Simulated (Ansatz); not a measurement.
Consider the formal exchange of groups at the Si–I bond: `Cl[SiH2]I` + `O[SiH](Cl)Cl` → `Cl[SiH2][SiH](Cl)Cl` + `OI`.

Gas-phase electronic energies from Ansatz, PBE0-D4/def2-TZVP geometries. CCSD(T)/CBS adds triple-zeta CCSD(T) − MP2 to the extrapolated MP2 energy (def2 sets, frozen cores). This one scheme is used for every species. DFT in def2-TZVPP. Elements past krypton have def2 core potentials. For I outer-core shells are correlated without core-valence functions, which leaves a few kJ/mol of doubt a bond. One conformer a species, not always the lowest.

```
      level  ΔE (kcal/mol)
LDA (SPW92)           80.1
  r2SCAN-D4           82.7
 r2SCANh-D4           84.2
   BHLYP-D4           85.2
     revPBE           74.7
     r2SCAN           83.0
    r2SCANh           84.4
    LC-ωPBE           82.7
```

What does CCSD(T)/CBS give? (Best estimate.)

Ansatz gave: +83.2 kcal/mol. The listed levels differ from it by -3.1, -0.5, 1.0, 2.0, -8.5, -0.2, 1.2, -0.5 kcal/mol.

Largest T1 diagnostic among the species: 0.011.

In def2-TZVPP, CCSD(T) changes the Hartree–Fock value by −7.5 kcal/mol (the triples alone add −1.3 kcal/mol) and MP2 by −2.0 kcal/mol. From BLYP to BHLYP (50 % exact exchange), in def2-TZVPP and without D4, ΔE moves by +10.3 kcal/mol.
